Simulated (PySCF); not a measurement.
[Hg(H2O)4]2+: from a saddle point downhill

PySCF 2.14.0, RKS PBE0, Hg def2-SVP with ECP60, O def2-SVP, H def2-SVP; non-relativistic Hamiltonian with scalar-relativistic core potentials where named; density fitting; no spin-orbit coupling. Relaxed within the symmetry of its start, the geometry (D2d) is

```xyz
13

Hg    0.0000    0.0000    0.0000
O     1.2738    1.3169    1.3169
H     1.6867    1.0478    2.1539
H     1.6867    2.1539    1.0478
O    -1.2738   -1.3169    1.3169
H    -1.6867   -1.0478    2.1539
H    -1.6867   -2.1539    1.0478
O     1.2738   -1.3169   -1.3169
H     1.6867   -2.1539   -1.0478
H     1.6867   -1.0478   -2.1539
O    -1.2738    1.3169   -1.3169
H    -1.6867    2.1539   -1.0478
H    -1.6867    1.0478   -2.1539
```

and its lowest harmonic modes are -97, 18, 38, 38, 53, 57 cm⁻¹ (negative: unstable). It was moved along the lowest mode and relaxed again, within the group D2 that the move left.

**Question.** Where does it end, and how much lower?

**Answer.** In S4, 0.021 eV lower, after 22 steps:
```xyz
13

Hg    0.0000    0.0000    0.0000
O     1.3119    1.2672    1.3234
H     1.2495    1.3326    2.2905
H     2.1013    1.7606    1.0469
O    -1.3119   -1.3234    1.2672
H    -2.1012   -1.0469    1.7607
H    -1.2496   -2.2904    1.3327
O     1.3119   -1.2672   -1.3234
H     2.1013   -1.7606   -1.0469
H     1.2495   -1.3326   -2.2905
O    -1.3119    1.3234   -1.2672
H    -1.2496    2.2904   -1.3327
H    -2.1012    1.0469   -1.7607
```

**Question.** How do the contacts change?

**Answer.** 
```json
{"contact": "Hg1–O2 (H2O)", "saddle (Å)": "2.256", "end (Å)": "2.253"}
{"contact": "Hg1–O5 (H2O)", "saddle (Å)": "2.256", "end (Å)": "2.253"}
{"contact": "Hg1–O8 (H2O)", "saddle (Å)": "2.256", "end (Å)": "2.253"}
{"contact": "Hg1–O11 (H2O)", "saddle (Å)": "2.256", "end (Å)": "2.253"}
```


No frequency check is given for the end.

State: singlet.
